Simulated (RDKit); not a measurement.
Input file for RDKit: UFF on C2H4O2 (a complex), monomers drawn apart or pushed together.

```python
from rdkit import Chem
from rdkit.Chem import AllChem, rdDetermineBonds

blocks = [
'''4

C     0.43440576   -0.15437601   -0.13975507
O    -0.14454213    0.89753345   -0.22196946
H    -0.10029360   -1.12086560   -0.13961675
H     1.53564523   -0.21590842   -0.08094594
''',
'''4

C    -0.02674797    0.36901616    4.99527890
O     0.53991183   -0.63760243    4.66095573
H    -0.19077446    0.60839387    6.06161164
H    -0.40487953    1.09285584    4.25177723
''',
]
mol = None
for b in blocks:
    f = Chem.MolFromXYZBlock(b)
    rdDetermineBonds.DetermineBonds(f, charge=0)
    mol = f if mol is None else Chem.CombineMols(mol, f)
Chem.SanitizeMol(mol)
print(Chem.MolToSmiles(Chem.RemoveHs(mol)))
ff = AllChem.UFFGetMoleculeForceField(mol, vdwThresh=100.0, ignoreInterfragInteractions=False)
e = ff.CalcEnergy()
print(f'UFF energy {e:.6f} kcal/mol')
```

Output:

```
C=O.C=O
UFF energy 1.455321 kcal/mol
```

The run finished.

Cost: around 0.04 core-seconds (rough).
